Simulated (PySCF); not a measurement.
Input file for PySCF: R-M06-2X/def2-TZVPP on C4H4O (SMILES C=CC=C=O).

```python
from pyscf import gto, dft

mol = gto.M(
    atom='''
    C    -1.59020799    0.19476378    0.38387123
    C    -0.47823877   -0.03959149   -0.31472054
    C     0.86537500   -0.00410643    0.23776978
    C     1.94866731   -0.23953154   -0.47462015
    O     2.90396105   -0.44594435   -1.09753725
    H    -2.56121922    0.15268046   -0.08836031
    H    -1.56230874    0.43359777    1.43992439
    H    -0.55575261   -0.27521330   -1.37067650
    H     1.02972395    0.22334510    1.28434936
    ''',
    basis='def2-tzvpp',
    charge=0, spin=0, verbose=4, max_memory=1800)
mf = dft.RKS(mol, xc='m062x').density_fit(auxbasis='def2-universal-jkfit')
mf.grids.level = 4
mf.conv_tol = 1e-9
mf.max_cycle = 150
mf.kernel()
mf.dip_moment()
```

Output:

```
PySCF version 2.14.0

[INPUT] verbose = 4
[INPUT] num. atoms = 9
[INPUT] num. electrons = 36
[INPUT] charge = 0
[INPUT] spin (= nelec alpha-beta = 2S) = 0
[INPUT] symmetry False subgroup None
[INPUT] Mole.unit = angstrom
[INPUT] Symbol           X                Y                Z      unit          X                Y                Z       unit  Magmom
[INPUT]  1 C     -1.590207990000   0.194763780000   0.383871230000 AA   -3.005057582195   0.368050203185   0.725411491800 Bohr   0.0
[INPUT]  2 C     -0.478238770000  -0.039591490000  -0.314720540000 AA   -0.903740297449  -0.074817072963  -0.594735626375 Bohr   0.0
[INPUT]  3 C      0.865375000000  -0.004106430000   0.237769780000 AA    1.635321745045  -0.007760028050   0.449319764898 Bohr   0.0
[INPUT]  4 C      1.948667310000  -0.239531540000  -0.474620150000 AA    3.682447523793  -0.452649008795  -0.896902096700 Bohr   0.0
[INPUT]  5 O      2.903961050000  -0.445944350000  -1.097537250000 AA    5.487691060904  -0.842712688297  -2.074044814008 Bohr   0.0
[INPUT]  6 H     -2.561219220000   0.152680460000  -0.088360310000 AA   -4.840002870772   0.288524253973  -0.166976786182 Bohr   0.0
[INPUT]  7 H     -1.562308740000   0.433597770000   1.439924390000 AA   -2.952335640614   0.819381033522   2.721062737181 Bohr   0.0
[INPUT]  8 H     -0.555752610000  -0.275213300000  -1.370676500000 AA   -1.050220225912  -0.520077762838  -2.590203190377 Bohr   0.0
[INPUT]  9 H      1.029723950000   0.223345100000   1.284349360000 AA    1.945896249405   0.422061070264   2.427068538660 Bohr   0.0

nuclear repulsion = 139.280572547827
number of shells = 79
number of NR pGTOs = 294
number of NR cGTOs = 211
basis = def2-tzvpp
ecp = {}


******** <class 'pyscf.df.df_jk.DFRKS'> ********
method = DFRKS
initial guess = minao
damping factor = 0
level_shift factor = 0
DIIS = <class 'pyscf.scf.diis.CDIIS'>
diis_start_cycle = 1
diis_space = 8
diis_damp = 0
SCF conv_tol = 1e-09
SCF conv_tol_grad = None
SCF max_cycles = 150
direct_scf = False
XC library pyscf.dft.libxc version 7.1.2
    S. Lehtola, C. Steigemann, M. J. T. Oliveira, and M. A. L. Marques,  SoftwareX 7, 1–5 (2018)
XC functionals = m062x
    Y. Zhao and D. G. Truhlar,  Theor. Chem. Acc. 120, 215 (2008)
    Y. Zhao and D. G. Truhlar,  Theor. Chem. Acc. 120, 215 (2008)
radial grids:
    Treutler-Ahlrichs [JCP 102, 346 (1995); DOI:10.1063/1.469408] (M4) radial grids

becke partition: Becke, JCP 88, 2547 (1988); DOI:10.1063/1.454033
pruning grids: <function nwchem_prune>
grids dens level: 4
symmetrized grids: False
atomic radii adjust function: <function treutler_atomic_radii_adjust>
small_rho_cutoff = 0
Set gradient conv threshold to 3.16228e-05
Initial guess from minao.
tot grids = 205528
******** <class 'pyscf.df.df.DF'> ********
auxbasis = def2-universal-jkfit
init E= -230.862800768463
  HOMO = -0.234978026858499  LUMO = -0.0632559843356155  gap/eV = 4.67279
cycle= 1 E= -229.897426864649  delta_E= 0.965  |g|= 0.661  |ddm|= 2.51
  HOMO = -0.251257130971506  LUMO = -0.0316866623428425  gap/eV = 5.97482
cycle= 2 E= -229.785231310779  delta_E= 0.112  |g|= 1.07  |ddm|= 0.972
  HOMO = -0.264499330131674  LUMO = -0.0116840162971634  gap/eV = 6.87946
cycle= 3 E= -229.988966174067  delta_E= -0.204  |g|= 0.106  |ddm|= 0.606
  HOMO = -0.276478821457825  LUMO = -0.00205838973023376  gap/eV = 7.46736
cycle= 4 E= -229.990969805921  delta_E= -0.002  |g|= 0.0589  |ddm|= 0.106
  HOMO = -0.274417083262286  LUMO = -0.00496580307794758  gap/eV = 7.33214
cycle= 5 E= -229.991818095472  delta_E= -0.000848  |g|= 0.00859  |ddm|= 0.0549
  HOMO = -0.273502866010908  LUMO = -0.00273417056477498  gap/eV = 7.36799
cycle= 6 E= -229.991842658546  delta_E= -2.46e-05  |g|= 0.00249  |ddm|= 0.00992
  HOMO = -0.273993351041135  LUMO = -0.00315191775325019  gap/eV = 7.36997
cycle= 7 E= -229.991845680607  delta_E= -3.02e-06  |g|= 0.00091  |ddm|= 0.00411
  HOMO = -0.273950062395251  LUMO = -0.00296202336030049  gap/eV = 7.37396
cycle= 8 E= -229.991846079609  delta_E= -3.99e-07  |g|= 0.000333  |ddm|= 0.00157
  HOMO = -0.273966506460798  LUMO = -0.00295419656748308  gap/eV = 7.37462
cycle= 9 E= -229.991846111053  delta_E= -3.14e-08  |g|= 0.000164  |ddm|= 0.000356
  HOMO = -0.273974365344106  LUMO = -0.00294147158320257  gap/eV = 7.37518
cycle= 10 E= -229.991846118699  delta_E= -7.65e-09  |g|= 3.17e-05  |ddm|= 0.000168
  HOMO = -0.273974028957429  LUMO = -0.00294160132509447  gap/eV = 7.37517
cycle= 11 E= -229.991846118988  delta_E= -2.89e-10  |g|= 1.17e-05  |ddm|= 3.95e-05
  HOMO = -0.273973891390867  LUMO = -0.00293972875904203  gap/eV = 7.37522
Extra cycle  E= -229.991846118999  delta_E= -1.13e-11  |g|= 1.14e-05  |ddm|= 2e-05
converged SCF energy = -229.991846118999
Dipole moment(X, Y, Z, Debye): -0.65439,  0.20353,  0.69963
```

Self-consistency was reached.

Cost: around 40 core-seconds (rough).
